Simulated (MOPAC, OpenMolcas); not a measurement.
CH5BN2 (SMILES NC1BN1): methods side by side

CH5BN2: 9 atoms, total charge 0, spin state singlet. SMILES: `NC1BN1`. The shape is that of a PBE0-D4/def2-TZVP optimisation. This is one conformer, not always the lowest.

Quantity: the HOMO–LUMO gap, in eV. The values are calculated.

```json
{"level": "PM3", "kind": "semi-empirical", "program": "MOPAC", "value (eV)": "10.95", "CPU time": "under 2 s"}
{"level": "HF/cc-pVDZ", "kind": "Hartree–Fock", "program": "OpenMolcas", "value (eV)": "14.32", "CPU time": "12 s"}
{"level": "SVWN5/cc-pVDZ", "kind": "LDA", "program": "OpenMolcas", "value (eV)": "4.55", "CPU time": "37 s"}
{"level": "BLYP/cc-pVDZ", "kind": "GGA", "program": "OpenMolcas", "value (eV)": "4.68", "CPU time": "49 s"}
{"level": "r2SCAN/cc-pVDZ", "kind": "meta-GGA", "program": "OpenMolcas", "value (eV)": "5.35", "CPU time": "60 s"}
{"level": "B3LYP/cc-pVDZ", "kind": "global hybrid", "program": "OpenMolcas", "value (eV)": "6.69", "CPU time": "48 s"}
{"level": "B2PLYP/cc-pVDZ", "kind": "double hybrid", "program": "OpenMolcas", "value (eV)": "9.91", "CPU time": "35 s"}
```

The values span 4.55 to 14.32 eV. Orbital gaps aren't excitation energies, and those of double hybrids come from the SCF part alone; they tend to grow with the share of exact exchange. CPU times are rough (shared hosts, several kinds of processor and program).
